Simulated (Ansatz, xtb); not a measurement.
Species: sum formula SiBrCl, net charge -1, doublet state. 
Geometry from a B3LYP-D3(BJ)/def2-TZVP (Ansatz, a program for electronic structure) optimisation:
```xyz
3

Si    -0.3760     0.4239     1.2063
Br     0.9402    -0.9324    -0.3641
Cl    -1.6260     1.5705    -0.2437
```
Charge -1, spin multiplicity 2.

Harmonic wavenumbers from GFN2-xTB (xtb, at its own minimum), cm⁻¹: 63, 183, 250.

Give the harmonic wavenumbers at B3LYP-D3(BJ)/def2-TZVP (Ansatz, finite differences of forces, unscaled).

116, 275, 376 cm⁻¹. Zero-point energy 1.1 kcal/mol.

From these and the geometry, give the ideal-gas thermochemistry at 298.15 K and 1 atm (rigid rotor, harmonic oscillator).

Point group Cs, rotational symmetry number 1. Rotational constants 10.44, 1.51, 1.319 GHz. S(trans) 40.79, S(rot) 27.14, S(vib) 5.79, S(elec, spin only) 1.38, S 75.1 cal/(mol K). H(298) - H(0) 3.31 kcal/mol; G - E(el) -18.0 kcal/mol.
